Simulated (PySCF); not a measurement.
## `FC1=CC[Si@H](F)[C@@H]1Cl`, C4H5ClF2Si

Geometry:
```csv
atom,x (Å),y (Å),z (Å)
F1,1.196,-2.409,-0.127
C2,0.535,-1.235,-0.078
C3,-0.768,-1.149,-0.296
C4,-1.402,0.207,-0.196
Si5,-0.016,1.321,0.480
F6,0.237,2.613,-0.442
C7,1.334,-0.018,0.230
Cl8,2.381,0.377,-1.196
H9,-1.368,-2.011,-0.538
H10,-1.748,0.526,-1.182
H11,-2.289,0.156,0.436
H12,-0.121,1.815,1.840
H13,2.027,-0.195,1.051
```

Method: TDDFT PBE0/def2-SVPD circular dichroism and optical rotation, one conformer, gas phase (PySCF). Geometry: GFN2-xTB.

Draw the ECD and absorption spectra from the lowest 8 states, each a Gaussian of half-width 0.2 eV at 1/e height.


```csv
E (eV),λ (nm),Δε (L mol⁻¹ cm⁻¹),ε (L mol⁻¹ cm⁻¹)
5.19,239,-0.03,4.65
5.29,234,-0.32,47.7
5.39,230,-2.10,312
5.49,226,-8.81,1330
5.59,222,-24.33,3730
5.69,218,-44.49,6930
5.79,214,-53.38,8420
5.89,211,-41.31,6580
5.99,207,-20.36,3250
6.09,204,-6.63,1050
6.19,200,-1.98,285
6.29,197,-0.98,125
6.39,194,-0.57,78.6
6.49,191,-0.42,142
6.59,188,-1.24,662
6.69,185,-3.91,2220
6.79,183,-7.22,4610
6.89,180,-6.50,6020
6.99,177,-1.99,5720
7.09,175,-6.56,5810
```
Δε uses R in velocity form, ε uses f in length form. Only the states computed contribute, so the short-wavelength end is incomplete.
